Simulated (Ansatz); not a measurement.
The cluster Zr₂Se₄⁺, relaxed as a doublet with UKS r2SCAN-D4/def2-SVP in Ansatz, starting from the GFN2-xTB geometry. Force threshold 0.02 eV/Å.

In the def2 sets Zr takes a core potential; there is no spin–orbit coupling. The structure comes from a short search, and lower isomers may exist.

Start:

```xyz
6

Zr   -1.6904   -2.1055   -2.0947
Zr    1.1487   -0.7431    2.7679
Se    2.7647    0.2601   -0.1660
Se    0.5664   -0.5717   -0.5714
Se    1.0843    2.7227    2.5287
Se   -3.8737    0.4374   -2.4644
```

(1) Estimate the energy that the relaxation releases and the steps that it takes.

(2) Does the start keep its bonding and symmetry?

(3) Predict the relaxed structure.

## Answers

(1) 1255.6 kJ/mol, in 39 steps; 10 min on 4 threads of Intel Xeon on a shared host. No frequencies were taken in this run, so the end may be a saddle point.

(2) Bonds lost: Se3–Se4 (atoms count from 1). Bonds formed: Zr1–Se3 (atoms count from 1). Metal–metal contacts that move far: Zr1–Zr2 5.79 to 3.49 Å. The end is the same structure that another start reached.

(3) 
```xyz
6

Zr   -0.3439   -0.8758   -1.6306
Zr    1.2087   -0.2258    1.4256
Se    1.7378    0.4131   -0.9705
Se   -0.6614   -1.7840    0.7158
Se    0.0464    1.6621    2.2332
Se   -1.9875    0.8104   -1.7734
```
Bond lengths (bridged metal pairs left out): 6 × Se–Zr 2.36 to 2.54 Å.
